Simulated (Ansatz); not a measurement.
`BrCBr` + H₂ → `CBr` + HBr at 400 K and 1 bar (hydrogenolysis of a C–Br bond).

Program: Ansatz. Geometries: PBE0-D4/def2-TZVP. ΔE: electronic, gas phase. CCSD(T)/CBS is the MP2 limit (def2-TZVPP, def2-QZVPP) plus CCSD(T) − MP2 in def2-TZVPP, frozen cores. This one scheme is used for every species. For Br outer-core shells are correlated without core-valence functions, which leaves a few kJ/mol of doubt a bond. Scalar relativity is left out up to krypton.

| species | CCSD(T)/CBS energy (Eh) | H − E (kJ/mol) | S (J/(mol·K)) |
| --- | --- | --- | --- |
| `BrCBr` | -5185.88409 | 92.8 | 310.2 |
| H₂ | -1.17544 | 38.0 | 139.0 |
| `CBr` | -2613.17401 | 113.0 | 259.0 |
| HBr | -2573.91920 | 27.6 | 207.2 |

H − E and S are ideal-gas, rigid-rotor, harmonic terms from PBE0-D4/def2-TZVP. The MP2-based limit puts H₂ 0.8 mEh under its directly extrapolated value; such offsets cancel only in part. 1 Eh = 2625.50 kJ/mol, R = 8.31446 J/(mol·K).

**Question.** By hand: ΔE, ΔH, ΔS and ΔG.

**Answer.** ΔE = (-2613.17401) + (-2573.91920) − (-5185.88409) − (-1.17544) = -0.03368 Eh = -88.4 kJ/mol. Δ(H − E) = 113.0 + 27.6 − 92.8 − 38.0 = 9.8, so ΔH = -78.6 kJ/mol. ΔS = 259.0 + 207.2 − 310.2 − 139.0 = 17.0 J/(mol·K). ΔG = -78.6 − 400 × (17.0)/1000 = -85.4 kJ/mol.

**Question.** By hand: the equilibrium constant, and the temperature at which ΔG would vanish if ΔH and ΔS stayed fixed.

**Answer.** log₁₀ K = −ΔG/(RT ln 10) = 11.2. ΔH and −TΔS have one sign here, so there is no such temperature.

ΔH outweighs TΔS. A doubt of 5 kJ/mol in ΔE shifts log₁₀ K by 0.7 here. These are equilibria of isolated gas molecules and say nothing of rates. Largest T1 diagnostic: 0.007 (customary marks: 0.02 for closed shells, 0.045 for open ones).
